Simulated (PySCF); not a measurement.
silole (C4H6Si), SMILES C1=C[SiH2]C=C1. Atoms are numbered in the order given.

```xyz
11

C      0.0000    -0.7406    -1.2943
C      0.0000    -1.3581    -0.0870
Si     0.0000     0.0000     1.2060
C      0.0000     1.3581    -0.0870
C      0.0000     0.7406    -1.2943
H      0.0000    -1.2809    -2.2497
H      0.0000    -2.4467     0.0109
H     -1.2102     0.0000     2.0848
H      1.2102     0.0000     2.0848
H      0.0000     2.4467     0.0109
H      0.0000     1.2809    -2.2497
```

Geometry optimised at r2SCAN-D4/def2-SVP.

These are PBE/def2-TZVP run with PySCF values and carry that method's errors.

Symmetry labels are those of the subgroup C2v that the program uses (full group C2v).

Computed valence orbital energies around the gap with their symmetry:
```json
[
 {"orbital": "HOMO−7", "symmetry": "A1", "energy (eV)": "-11.85"},
 {"orbital": "HOMO−6", "symmetry": "B2", "energy (eV)": "-9.90"},
 {"orbital": "HOMO−5", "symmetry": "A1", "energy (eV)": "-9.27"},
 {"orbital": "HOMO−4", "symmetry": "B1", "energy (eV)": "-8.97"},
 {"orbital": "HOMO−3", "symmetry": "B1", "energy (eV)": "-7.70"},
 {"orbital": "HOMO−2", "symmetry": "A1", "energy (eV)": "-7.66"},
 {"orbital": "HOMO−1", "symmetry": "B2", "energy (eV)": "-7.56"},
 {"orbital": "HOMO", "symmetry": "A2", "energy (eV)": "-5.81"},
 {"orbital": "LUMO", "symmetry": "B1", "energy (eV)": "-2.53"},
 {"orbital": "LUMO+1", "symmetry": "B2", "energy (eV)": "0.01"},
 {"orbital": "LUMO+2", "symmetry": "A2", "energy (eV)": "0.36"},
 {"orbital": "LUMO+3", "symmetry": "A1", "energy (eV)": "0.61"}
]
```
